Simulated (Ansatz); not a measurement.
Input file for F₂GaH₂N, SMILES `[NH2][Ga]([F])[F]`:

```yaml
crystal:
  periodic: [false, false, false]
  atoms:
    - {symbol: N, position_ang: [-0.297463, 0.963701, -0.172654]}
    - {symbol: Ga, position_ang: [0.284239, -0.715277, 0.041964]}
    - {symbol: F, position_ang: [1.684991, -1.101638, 0.997658]}
    - {symbol: F, position_ang: [-0.455267, -2.067723, -0.763393]}
    - {symbol: H, position_ang: [0.025128, 1.704833, 0.425698]}
    - {symbol: H, position_ang: [-1.199529, 1.152105, -0.575372]}
basis:
  gaussian: {orbitals: def2-SVP}
correlation: {method: ccsd_t}
```

```sh
$ ansatz run in.yaml --threads 2 --pin off --events-out ev --progress --plain
```

Output of Ansatz, abridged:

```
Functional definition: HF
823 factors; integrals over basis functions are off by at most 7.4e-4 eV
mean field evaluation 1: about -59246.1959 eV, gradient 4.5e1 eV
mean field evaluation 2: about -59246.2331 eV, gradient 4.6e1 eV
mean field evaluation 4: about -59249.9607 eV, gradient 2.5e0 eV
mean field evaluation 8: about -59249.9864 eV, gradient 4.9e-4 eV
mean field -59249.98640578 eV, -2177.3968393290 hartree, gradient 7.0e-7 eV, S^2 0.000000; 0 other end points of the search recorded, 0 dependent functions left out
12 core orbitals not correlated: weight in the atoms' cores, before any rotation towards them, 1.000 or more for the frozen orbitals, at most 0.000 for the correlated occupied ones
reference -59249.98640578 eV, -2177.3968393290 hartree; 17, 17 occupied and 55, 55 virtual orbitals, 823 factors
second order -20.53995450 eV of doubles, -0.00000000 eV of singles
cycle   1  -19.92926456 eV  change    6.1e-1 eV  update   1.1e-1
cycle   2  -20.44431192 eV  change   -5.2e-1 eV  update   3.4e-2
cycle   3  -20.56312930 eV  change   -1.2e-1 eV  update   1.8e-2
cycle   4  -20.55428079 eV  change    8.8e-3 eV  update   4.1e-3
cycle   5  -20.54878201 eV  change    5.5e-3 eV  update   1.6e-3
cycle   6  -20.54892108 eV  change   -1.4e-4 eV  update   5.2e-4
cycle   7  -20.54887641 eV  change    4.5e-5 eV  update   1.7e-4
cycle   8  -20.54882973 eV  change    4.7e-5 eV  update   6.6e-5
cycle   9  -20.54883029 eV  change   -5.6e-7 eV  update   2.8e-5
perturbative correction -0.45101486 eV, -0.0165744905 hartree
Total energy: -59270.98625093 eV, -2178.1685694044 hartree
```

It took 5.5 s on 2 threads of a server CPU on a shared host, with 0.29 GiB of host memory at the peak.

The correlation energy is -21.000 eV, 2.1 % of it from (T); the T1 diagnostic reads 0.0140.
